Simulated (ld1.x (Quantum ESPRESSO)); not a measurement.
## B: one change to an RRKJ potential, before and after

```
Element                 : B (Z = 5)
Generator               : ld1.x (Quantum ESPRESSO) 7.5
Type                    : norm-conserving RRKJ (Kleinman–Bylander form)
Functional              : PBEsol
Relativity              : non-relativistic
Frozen core             : [He]
Valence charge          : 3
Reference configuration : 2s2 2p1
Partial waves           : 2p (bound): rc 2.70 bohr; 2s (bound): rc 0.95 bohr
Local potential         : the s channel
Core correction         : none
```

Change: reference 2s1 2p0.

Cutoffs: the cutoffs (Ry, on a coarse ladder) from which the occupation-weighted sum of valence levels, in a spherical-Bessel basis at the reference potential, stays within 10 and 1 mRy of its value at 400 Ry; they do not see the model core or the augmentation charge, which bear on the density cutoff. Errors are all-electron minus pseudo energies relative to the spin-unpolarised reference configuration.

**Question.** What does the change do?

**Answer.** The potential gets softer (70 Ry and 160 Ry → 60 Ry and 140 Ry); the range in which the s phases agree narrows (upper end 1.3 → -0.2); the range in which the p phases agree narrows (upper end 1.1 → -0.5); neither file shows a bound ghost.

| quantity | base | changed |
| --- | --- | --- |
| cutoff, loose | 70 Ry | 60 Ry |
| cutoff, tight | 160 Ry | 140 Ry |
| bound ghosts | none | none |
| largest error over its own tests, meV | +227 | +643 |
| s: phases at 2.96 bohr within 0.05 rad from the reference energy up to (Ry; the scan ends near 5) | 1.3 | -0.2 |
| p: phases at 2.96 bohr within 0.05 rad from the reference energy up to (Ry; the scan ends near 5) | 1.1 | -0.5 |
